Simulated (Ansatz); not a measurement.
One geometry of Ga₁₁N₁₀H₂₈⁻, a nanocrystal cut from wurtzite GaN (hydrogen-capped), several levels of theory.

```yaml
crystal:
  periodic: [false, false, false]
  atoms:
    - {symbol: Ga, position_ang: [-2.433020, -1.400096, -2.877237]}
    - {symbol: N, position_ang: [-2.326778, -1.342148, -0.826108]}
    - {symbol: Ga, position_ang: [0.672622, -3.297947, -0.268923]}
    - {symbol: N, position_ang: [0.836156, -3.191073, 1.805119]}
    - {symbol: Ga, position_ang: [0.916328, -1.398287, -2.796654]}
    - {symbol: N, position_ang: [-0.757592, -0.433642, -3.312506]}
    - {symbol: N, position_ang: [0.827052, -1.406108, -0.776261]}
    - {symbol: Ga, position_ang: [-0.706486, -0.407361, -0.184929]}
    - {symbol: Ga, position_ang: [0.809922, -1.362255, 2.616932]}
    - {symbol: N, position_ang: [-0.738958, -0.428230, 1.822723]}
    - {symbol: Ga, position_ang: [-0.753800, 1.497493, -2.793834]}
    - {symbol: N, position_ang: [-0.803891, 1.420904, -0.773543]}
    - {symbol: Ga, position_ang: [-2.518622, 2.233532, -0.263786]}
    - {symbol: Ga, position_ang: [-0.772023, 1.379027, 2.619561]}
    - {symbol: N, position_ang: [-2.343366, 2.317325, 1.810431]}
    - {symbol: Ga, position_ang: [2.463922, -0.585449, -0.141821]}
    - {symbol: N, position_ang: [2.344879, -0.433935, 1.851341]}
    - {symbol: N, position_ang: [2.293311, 1.323815, -0.756128]}
    - {symbol: Ga, position_ang: [0.726286, 2.426386, -0.138868]}
    - {symbol: Ga, position_ang: [2.520356, 1.452008, 2.520887]}
    - {symbol: N, position_ang: [0.799118, 2.244727, 1.853949]}
    - {symbol: H, position_ang: [-2.346539, -2.944697, -3.257604]}
    - {symbol: H, position_ang: [-3.726944, -0.550567, -3.253940]}
    - {symbol: H, position_ang: [-2.329986, -2.313531, -0.482337]}
    - {symbol: H, position_ang: [-3.169773, -0.861427, -0.479814]}
    - {symbol: H, position_ang: [-0.828614, -3.837192, -0.429730]}
    - {symbol: H, position_ang: [1.921327, -4.190419, -0.682936]}
    - {symbol: H, position_ang: [0.088991, -3.765969, 2.220547]}
    - {symbol: H, position_ang: [1.707717, -3.665050, 2.083490]}
    - {symbol: H, position_ang: [0.864440, -2.910903, -3.307114]}
    - {symbol: H, position_ang: [2.178034, -0.489033, -3.206118]}
    - {symbol: H, position_ang: [-0.723418, -0.413061, -4.345474]}
    - {symbol: H, position_ang: [0.753572, -1.493100, 4.199187]}
    - {symbol: H, position_ang: [-1.589962, -0.919645, 2.136181]}
    - {symbol: H, position_ang: [-2.089163, 2.211126, -3.302476]}
    - {symbol: H, position_ang: [0.664857, 2.134606, -3.203484]}
    - {symbol: H, position_ang: [-3.737323, 1.204791, -0.426551]}
    - {symbol: H, position_ang: [-2.665427, 3.762332, -0.674142]}
    - {symbol: H, position_ang: [-0.912012, 1.393617, 4.201973]}
    - {symbol: H, position_ang: [-3.214489, 1.956377, 2.225433]}
    - {symbol: H, position_ang: [-2.318441, 3.308512, 2.090996]}
    - {symbol: H, position_ang: [3.862879, -1.217400, -0.535252]}
    - {symbol: H, position_ang: [3.192125, -0.900730, 2.211212]}
    - {symbol: H, position_ang: [2.231998, 1.289648, -1.789559]}
    - {symbol: H, position_ang: [3.164929, 1.826500, -0.534553]}
    - {symbol: H, position_ang: [0.879357, 3.954294, -0.530331]}
    - {symbol: H, position_ang: [2.529011, 1.455360, 4.117362]}
    - {symbol: H, position_ang: [3.738243, 2.155557, 1.749471]}
    - {symbol: H, position_ang: [0.819167, 3.211336, 2.215186]}
basis:
  gaussian: {orbitals: def2-TZVP, fitting: {mean_field: def2-universal-jkfit}, initial_orbitals: start.molden}
total_charge: -1
hamiltonian: {xc: pbe, dispersion: d4}
scf: {omitted_lower_state_checks: [starts]}
output: {forces: true, orbitals: {seedname: orbitals}}
```

The file start.molden holds the orbitals of an earlier run on this structure, at another level or in another basis.

```sh
$ ansatz run in.yaml --threads 4 --pin off --events-out ev --progress --plain --max-ram 46080MiB --backend cuda --devices 0, --max-vram 37GiB
```

Output, abridged:

```
Functional definition: PBE
4200 factors; integrals over basis functions are off by at most 6.1e-1 eV
mean field evaluation 1: about -591432.6692 eV, gradient 3.0e1 eV
mean field evaluation 2: about -591433.5973 eV, gradient 1.0e0 eV
mean field evaluation 4: about -591433.6019 eV, gradient 1.9e-1 eV
mean field evaluation 8: about -591433.6020 eV, gradient 2.7e-5 eV
mean field -591433.60200325 eV, -21734.7839855254 hartree, gradient 2.7e-5 eV, S^2 0.000000; 0 other end points of the search recorded, 0 dependent functions left out
reference -591433.60210465 eV, -21734.7839892519 hartree; 220, 220 occupied and 786, 786 virtual orbitals, 4200 factors
Total energy: -591437.44139100 eV, -21734.9250804229 hartree
Atom 0 at    -2.433020    -1.400096    -2.877237 Å, force    -0.038239    -0.022776    -0.005452 eV/Å
Atom 1 at    -2.326778    -1.342148    -0.826108 Å, force    -0.188087    -0.109739     0.181295 eV/Å
Atom 2 at     0.672622    -3.297947    -0.268923 Å, force     0.015067    -0.033568    -0.002436 eV/Å
Atom 3 at     0.836156    -3.191073     1.805119 Å, force     0.025733    -0.278235     0.175931 eV/Å
Atom 4 at     0.916328    -1.398287    -2.796654 Å, force     0.003161    -0.002501    -0.006102 eV/Å
Atom 5 at    -0.757592    -0.433642    -3.312506 Å, force     0.012668     0.007033    -0.199258 eV/Å
Atom 6 at     0.827052    -1.406108    -0.776261 Å, force     0.002906    -0.021534    -0.009519 eV/Å
Atom 7 at    -0.706486    -0.407361    -0.184929 Å, force    -0.047444    -0.028291     0.027613 eV/Å
Atom 8 at     0.809922    -1.362255     2.616932 Å, force     0.003135    -0.038003     0.057813 eV/Å
Atom 9 at    -0.738958    -0.428230     1.822723 Å, force    -0.138375    -0.079833     0.054245 eV/Å
Atom 10 at    -0.753800     1.497493    -2.793834 Å, force    -0.000375     0.003992    -0.006588 eV/Å
Atom 11 at    -0.803891     1.420904    -0.773543 Å, force    -0.017874     0.014400    -0.009833 eV/Å
Atom 12 at    -2.518622     2.233532    -0.263786 Å, force    -0.021077     0.030355    -0.002171 eV/Å
Atom 13 at    -0.772023     1.379027     2.619561 Å, force    -0.031253     0.021714     0.058013 eV/Å
Atom 14 at    -2.343366     2.317325     1.810431 Å, force    -0.228441     0.160988     0.176686 eV/Å
Atom 15 at     2.463922    -0.585449    -0.141821 Å, force     0.052381     0.004240    -0.009402 eV/Å
Atom 16 at     2.344879    -0.433935     1.851341 Å, force     0.152466    -0.067590     0.078284 eV/Å
Atom 17 at     2.293311     1.323815    -0.756128 Å, force     0.195926     0.114067    -0.190936 eV/Å
Atom 18 at     0.726286     2.426386    -0.138868 Å, force     0.030248     0.043056    -0.009258 eV/Å
Atom 19 at     2.520356     1.452008     2.520887 Å, force     0.015992     0.009146     0.020107 eV/Å
Atom 20 at     0.799118     2.244727     1.853949 Å, force     0.017945     0.165444     0.078636 eV/Å
Atom 21 at    -2.346539    -2.944697    -3.257604 Å, force     0.003935     0.034140    -0.007872 eV/Å
Atom 22 at    -3.726944    -0.550567    -3.253940 Å, force     0.031601    -0.013556    -0.007802 eV/Å
Atom 23 at    -2.329986    -2.313531    -0.482337 Å, force     0.009185     0.215872    -0.093565 eV/Å
Atom 24 at    -3.169773    -0.861427    -0.479814 Å, force     0.191417    -0.098421    -0.093769 eV/Å
Atom 25 at    -0.828614    -3.837192    -0.429730 Å, force     0.033268     0.010649     0.001714 eV/Å
Atom 26 at     1.921327    -4.190419    -0.682936 Å, force    -0.033832     0.031525     0.010716 eV/Å
Atom 27 at     0.088991    -3.765969     2.220547 Å, force     0.159684     0.153296    -0.115049 eV/Å
Atom 28 at     1.707717    -3.665050     2.083490 Å, force    -0.185851     0.134376    -0.086205 eV/Å
Atom 29 at     0.864440    -2.910903    -3.307114 Å, force    -0.002291     0.032462     0.008184 eV/Å
Atom 30 at     2.178034    -0.489033    -3.206118 Å, force    -0.021433    -0.016926     0.002334 eV/Å
Atom 31 at    -0.723418    -0.413061    -4.345474 Å, force    -0.009600    -0.005543     0.216219 eV/Å
Atom 32 at     0.753572    -1.493100     4.199187 Å, force    -0.000535     0.016097    -0.024213 eV/Å
Atom 33 at    -1.589962    -0.919645     2.136181 Å, force     0.185111     0.106914    -0.075414 eV/Å
Atom 34 at    -2.089163     2.211126    -3.302476 Å, force     0.026616    -0.018121     0.008354 eV/Å
Atom 35 at     0.664857     2.134606    -3.203484 Å, force    -0.025102    -0.009795     0.002715 eV/Å
Atom 36 at    -3.737323     1.204791    -0.426551 Å, force     0.026001     0.022918     0.001998 eV/Å
Atom 37 at    -2.665427     3.762332    -0.674142 Å, force     0.010231    -0.044843     0.010151 eV/Å
Atom 38 at    -0.912012     1.393617     4.201973 Å, force     0.013646    -0.008554    -0.024226 eV/Å
Atom 39 at    -3.214489     1.956377     2.225433 Å, force     0.212901     0.062095    -0.115039 eV/Å
Atom 40 at    -2.318441     3.308512     2.090996 Å, force     0.023571    -0.228452    -0.087166 eV/Å
Atom 41 at     3.862879    -1.217400    -0.535252 Å, force    -0.027462    -0.002903     0.003976 eV/Å
Atom 42 at     3.192125    -0.900730     2.211212 Å, force    -0.186870     0.100556    -0.089250 eV/Å
Atom 43 at     2.231998     1.289648    -1.789559 Å, force     0.002609     0.001015     0.233179 eV/Å
Atom 44 at     3.164929     1.826500    -0.534553 Å, force    -0.204589    -0.118067    -0.028169 eV/Å
Atom 45 at     0.879357     3.954294    -0.530331 Å, force    -0.016337    -0.022300     0.003843 eV/Å
Atom 46 at     2.529011     1.455360     4.117362 Å, force    -0.003959    -0.002208    -0.031235 eV/Å
Atom 47 at     3.738243     2.155557     1.749471 Å, force    -0.021843    -0.012579     0.007449 eV/Å
Atom 48 at     0.819167     3.211336     2.215186 Å, force    -0.006534    -0.212016    -0.089526 eV/Å
Dipole moment:    -0.169929    -0.099998     1.496097 e Å
Checks for a lower state left out: starts
```

Run time 8 s (4 threads of AMD EPYC 7R13 on a shared host and a share (37 GiB) of an NVIDIA H100 80GB HBM3), peak host memory 1.4 GiB.

As the first input, with `hamiltonian: {xc: r2scan, dispersion: d4}` (abridged; 9 s):

```
Functional definition: r2SCAN
mean field -591530.89522266 eV, -21738.3594453911 hartree, gradient 1.7e-5 eV, S^2 0.000000
Total energy: -591531.97779047 eV, -21738.3992290242 hartree
Atom 0 force     0.035602     0.019662     0.049189 eV/Å
Atom 1 force    -0.229862    -0.134163     0.238985 eV/Å
Atom 2 force     0.043596     0.025893     0.062081 eV/Å
Atom 3 force     0.038944    -0.334058     0.249548 eV/Å
Atom 4 force    -0.064748     0.022576     0.046478 eV/Å
Atom 5 force     0.005424     0.002925    -0.261326 eV/Å
Atom 6 force     0.004198    -0.023077    -0.000488 eV/Å
Atom 7 force    -0.065414    -0.038733    -0.014541 eV/Å
Atom 8 force     0.019510    -0.052916    -0.021542 eV/Å
Atom 9 force    -0.164789    -0.095099     0.096396 eV/Å
Atom 10 force    -0.012615    -0.067456     0.045816 eV/Å
Atom 11 force    -0.018525     0.016347    -0.000814 eV/Å
Atom 12 force     0.044771     0.025199     0.062293 eV/Å
Atom 13 force    -0.036071     0.043409    -0.021288 eV/Å
Atom 14 force    -0.270197     0.200122     0.250434 eV/Å
Atom 15 force     0.006614     0.028250     0.014854 eV/Å
Atom 16 force     0.177888    -0.100243     0.106998 eV/Å
Atom 17 force     0.253287     0.147271    -0.250017 eV/Å
Atom 18 force     0.028149    -0.008614     0.014918 eV/Å
Atom 19 force    -0.045212    -0.026142    -0.033603 eV/Å
Atom 20 force     0.002452     0.203744     0.107386 eV/Å
Atom 21 force    -0.012804     0.206967     0.028517 eV/Å
Atom 22 force     0.172863    -0.114739     0.028158 eV/Å
Atom 23 force    -0.022598     0.498930    -0.186335 eV/Å
Atom 24 force     0.420583    -0.266705    -0.187237 eV/Å
Atom 25 force     0.209598     0.059528     0.016407 eV/Å
Atom 26 force    -0.172886     0.127516     0.058460 eV/Å
Atom 27 force     0.372838     0.300800    -0.222248 eV/Å
Atom 28 force    -0.427558     0.255573    -0.152868 eV/Å
Atom 29 force     0.003467     0.196810     0.060198 eV/Å
Atom 30 force    -0.155223    -0.125835     0.038340 eV/Å
Atom 31 force    -0.018300    -0.010770     0.466166 eV/Å
Atom 32 force     0.005663     0.026719    -0.200043 eV/Å
Atom 33 force     0.383888     0.221701    -0.142597 eV/Å
Atom 34 force     0.171746    -0.095540     0.060199 eV/Å
Atom 35 force    -0.186385    -0.071073     0.038762 eV/Å
Atom 36 force     0.156687     0.150867     0.016935 eV/Å
Atom 37 force     0.023621    -0.213390     0.057448 eV/Å
Atom 38 force     0.025771    -0.008277    -0.200067 eV/Å
Atom 39 force     0.447128     0.173267    -0.222057 eV/Å
Atom 40 force     0.007763    -0.498249    -0.154441 eV/Å
Atom 41 force    -0.177466     0.067687     0.045675 eV/Å
Atom 42 force    -0.390802     0.217642    -0.172865 eV/Å
Atom 43 force     0.039049     0.021663     0.530467 eV/Å
Atom 44 force    -0.436298    -0.251677    -0.115539 eV/Å
Atom 45 force    -0.030298    -0.187561     0.045318 eV/Å
Atom 46 force    -0.002864    -0.001391    -0.205143 eV/Å
Atom 47 force    -0.152929    -0.088309     0.102117 eV/Å
Atom 48 force    -0.007257    -0.447050    -0.173480 eV/Å
Dipole moment:    -0.176380    -0.103747     1.533703 e Å
Checks for a lower state left out: starts
```

As the first input, with `gaussian: {orbitals: def2-SVP, initial_orbitals: start.molden}`, `correlation: {method: mp2}`, `output: {orbitals: {seedname: orbitals}}` and without the key `hamiltonian` (abridged; 11 s):

```
Functional definition: HF
mean field -590870.32693818 eV, -21714.0840086856 hartree, gradient 1.8e-6 eV, S^2 0.000000
109 core orbitals not correlated: weight in the atoms' cores, before any rotation towards them, 1.000 or more for the frozen orbitals, at most 0.000 for the correlated occupied ones
second order -115.19278826 eV of doubles, -0.00000000 eV of singles
Total energy: -590985.51972644 eV, -21718.3172655737 hartree
Checks for a lower state left out: starts
```

The first input with `gaussian: {orbitals: 6-31G, fitting: {mean_field: def2-universal-jkfit}}`, `hamiltonian: {xc: hf}`, `output: {orbitals: {seedname: orbitals}}` (abridged; 2.8 s):

```
Functional definition: HF
mean field -590856.54271904 eV, -21713.5774479755 hartree, gradient 4.2e-5 eV, S^2 0.000000
Total energy: -590856.54271904 eV, -21713.5774479755 hartree
Checks for a lower state left out: starts
```

The first input with `gaussian: {orbitals: def2-SVP, fitting: {mean_field: def2-universal-jkfit}, initial_orbitals: start.molden}`, `hamiltonian: {xc: pbe0, dispersion: d4}`, `output: {orbitals: {seedname: orbitals}}` (abridged; 5.5 s):

```
Functional definition: PBE0
mean field -591356.75124692 eV, -21731.9597723217 hartree, gradient 2.2e-5 eV, S^2 0.000000
Total energy: -591360.18766616 eV, -21732.0860583995 hartree
Checks for a lower state left out: starts
```

Geometry: PBE-D4/def2-SVP.

The 6-31G sets use Cartesian d functions. Correlated methods freeze 109 core orbitals; core or outer-core shells of Ga are correlated, in sets that lack core-valence functions. Single mean-field runs in 6-31G, def2-SVP, def2-TZVP are fitted with def2-universal-jkfit.
